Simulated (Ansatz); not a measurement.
Saddle point of BH4ClO2, singlet (BH₂ClO₂ ([OH][B]([OH])[Cl]) + H₂ → BH₃O₂ ([OH][BH][OH]) + HCl; bonds formed: B1–H6, Cl2–H5; bonds broken: B1–Cl2, H5–H6), PBE0-D4/def2-TZVP structure:

B1  (-0.117, 0.002, -0.215)
Cl2  (1.507, -0.183, 1.321)
O3  (0.367, 0.394, -1.415)
O4  (-1.179, 0.571, 0.415)
H5  (0.573, -1.148, 0.370)
H6  (-0.129, -1.354, -0.246)
H7  (0.208, 1.327, -1.586)
H8  (-1.230, 0.390, 1.356)
(Å)

Energies are electronic, without zero-point energy. Barriers and step energies count from the start structure reached by relaxing down the imaginary mode; all methods use the PBE0-D4 structures, on which another method's saddle can fall below an end. Program: Ansatz 0.2.0. Basis: def2-TZVPP, with def2-QZVPP for the basis limit. Cores are frozen in the correlated methods. B3LYP uses VWN-RPA correlation. Extrapolation: Hartree–Fock as exp(−7.88 √X), correlation as X^−2.97.

| method | barrier (kcal/mol) | step energy (kcal/mol) |
| --- | --- | --- |
| SPW92 | 30.87 | 8.34 |
| PBE-D4 | 38.63 | 10.28 |
| BLYP-D4 | 43.00 | 9.75 |
| r2SCAN-D4 | 41.63 | 11.59 |
| B97M-V | 45.13 | 11.33 |
| PBE0-D4 | 42.04 | 10.13 |
| B3LYP-D4 | 45.23 | 9.43 |
| r2SCAN0-D4 | 43.88 | 11.08 |
| BHLYP-D4 | 49.26 | 9.09 |
| CAM-B3LYP-D4 | 46.47 | 8.54 |
| wB97X-V | ? | 10.13 |
| wB97M-V | 46.54 | 10.58 |
| B2PLYP | 47.11 | 9.25 |
| PBE-QIDH | 45.80 | 10.29 |
| RPA on PBE | 49.26 | 9.64 |
| HF | ? | 8.63 |
| MP2 | ? | 11.09 |
| CCSD | 50.54 | 9.21 |
| CCSD(T) | 48.66 | 9.82 |

Fill in the withheld barriers. (Judge from chemistry; the value comes from the calculation.)

The calculation gives: MP2 48.31; HF 59.66; wB97X-V 47.28 kcal/mol. Each is the energy of the saddle less that of the start structure, by the same method.

For comparison, the barrier by CCSD(T) at an estimated basis limit (MP2 extrapolated from triple and quadruple zeta, plus CCSD(T) − MP2 in triple zeta) is 47.87 kcal/mol.

No T1 diagnostic of these runs exceeds 0.013.

Labels in which every atom is bracketed show which atoms are joined, not bond orders.

For scale, one of the runs: CCSD(T)/def2-TZVPP, 191 basis functions, launched by `ansatz run in.yaml --threads 2 --pin off --events-out ev --progress --plain --max-ram 4352MiB`. Hardware: 2 CPU threads of an Arm Neoverse V2, shared host. Wall time 53 s; peak host memory 2.2 GiB.
